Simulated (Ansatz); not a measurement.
Relaxation of ClFH₆O₂Si₃ (13 atoms, charge 0, multiplicity 1), to a largest force component of 0.02 eV/Å in at most 40 steps.

These are results of Ansatz, RKS B3LYP-D4/6-31G, not measurements.

```xyz
13
Properties=species:S:1:pos:R:3
Si 0.000 0.000 0.000
Cl 0.000 0.000 2.130
O 1.584 0.000 -0.559
Si 2.491 -1.376 -0.887
H 1.660 -2.352 -1.586
H 3.632 -1.020 -1.725
H 2.969 -1.954 0.366
O -0.791 1.371 -0.559
Si -2.400 1.426 -1.040
H -3.212 0.642 -0.114
H -2.862 2.811 -1.038
H -2.527 0.874 -2.385
F -0.749 -1.297 -0.529
```

Question: Where does it end, and by what steps?

Answer: The run converged. Limits of this set-up: no polarisation functions. After 17 steps the energy has fallen by 0.906 eV; F13 moved furthest, 1.40 Å.

| step | energy less start (eV) | largest force component (eV/Å) | accepted |
| --- | --- | --- | --- |
| 0 | 0.0000 | 4.122 | yes |
| 1 | -0.4758 | 2.213 | yes |
| 2 | -0.6766 | 0.431 | yes |
| 3 | -0.7180 | 0.519 | yes |
| 4 | -0.7958 | 0.195 | yes |
| 5 | -0.8433 | 0.068 | yes |
| 6 | -0.8658 | 0.196 | yes |
| 7 | -0.8592 | 0.486 | no |
| 8 | -0.8832 | 0.067 | yes |
| 9 | -0.8912 | 0.193 | yes |
| 10 | -0.8996 | 0.119 | yes |
| 11 | -0.8992 | 0.157 | no |
| 12 | -0.8992 | 0.284 | no |
| 13 | -0.9020 | 0.055 | yes |
| 14 | -0.9040 | 0.024 | yes |
| 15 | -0.9053 | 0.039 | yes |
| 16 | -0.9054 | 0.046 | yes |
| 17 | -0.9057 | 0.019 | yes |

```xyz
13
Properties=species:S:1:pos:R:3
Si -0.321 -0.547 0.316
Cl 0.143 0.325 2.236
O 1.077 -0.894 -0.461
Si 2.627 -1.295 -1.051
H 2.486 -2.436 -2.011
H 3.188 -0.093 -1.747
H 3.501 -1.686 0.103
O -1.305 0.467 -0.509
Si -2.389 1.581 -1.210
H -3.713 1.473 -0.515
H -1.825 2.959 -1.045
H -2.530 1.245 -2.663
F -1.144 -1.975 0.633
```

Time of the run: 100 s on 2 threads of Intel(R) Xeon(R) Platinum 8259CL CPU @ 2.50GHz (Skylake/Cascade Lake) (shared host), peak memory 0.28 GiB.
